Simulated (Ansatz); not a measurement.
```yaml
crystal:
  periodic: [false, false, false]
  atoms:
    - {symbol: C, position_ang: [0.618024, 2.312538, -1.995692]}
    - {symbol: In, position_ang: [-0.258761, 1.000029, -0.447582]}
    - {symbol: F, position_ang: [-0.121518, 1.804885, 1.331871]}
    - {symbol: O, position_ang: [-1.518186, -0.679962, -0.295398]}
    - {symbol: Si, position_ang: [-0.608218, -1.452312, 0.624710]}
    - {symbol: O, position_ang: [-0.618230, -1.362563, 2.350593]}
    - {symbol: O, position_ang: [0.906973, -0.766736, 0.305769]}
    - {symbol: O, position_ang: [-0.621796, -3.136535, 0.451946]}
    - {symbol: H, position_ang: [0.952853, 3.101308, -1.749367]}
    - {symbol: H, position_ang: [-0.203948, 2.440470, -2.764796]}
    - {symbol: H, position_ang: [1.457016, 1.649728, -2.597044]}
    - {symbol: H, position_ang: [-0.943970, -0.297867, 2.554251]}
    - {symbol: H, position_ang: [1.594416, -0.959358, 1.047584]}
    - {symbol: H, position_ang: [-1.033197, -3.711841, 1.033948]}
basis:
  gaussian: {orbitals: def2-SVPD}
hamiltonian: {xc: {name: HF}}
correlation: {method: mp2, frozen_orbitals: {C: 9}}
output: {forces: true}
```

```sh
$ ansatz run in.yaml --threads 2 --pin off --events-out ev --progress --plain --max-ram 32768MiB --backend cpu
```

(1) How does Ansatz answer? (Estimate.)

Answers

(1) Ansatz gave: The input was rejected before any iteration.
```
Functional definition: HF
Error: "frozen_orbitals" has no count for In
```
